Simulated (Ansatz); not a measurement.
Molecule: C4H7O, net charge 0, doublet state. It need not be the lowest isomer of its formula. 
Geometry from a B3LYP-D3(BJ)/def2-TZVP (Ansatz, a program for electronic structure) optimisation:
```
C
H 1 1.0971
H 1 1.0979 2 104.76
C 1 1.5034 2 107.30 3 113.51
O 4 1.2037 1 125.02 2 125.00
H 4 1.1114 5 120.33 1 -179.98
C 1 1.5248 2 111.28 3 -120.25
H 7 1.0939 1 109.51 2 -63.95
H 7 1.1007 8 104.27 1 115.65
C 7 1.4836 8 110.55 9 118.93
H 10 1.0809 7 120.70 8 -36.78
H 10 1.0822 11 117.73 7 171.44
```
Charge 0, spin multiplicity 2.

Basis-set convergence of Hartree-Fock and MP2 correlation energies (hartree) with Ansatz. Cores are frozen in the correlated levels unless marked. UHF or UKS for open shells. Spin-orbit coupling is left out. Non-relativistic.

| basis | functions | E(HF) | E(corr, MP2) |
|---|---|---|---|
| cc-pVDZ | 105 | -230.37392 | -0.70809 |
| cc-pVTZ | 248 | ? | ? |

Problem. Fill in the missing entries.

Solution. 
- cc-pVTZ, E(HF): -230.43895
- cc-pVTZ, E(corr, MP2): -0.87571
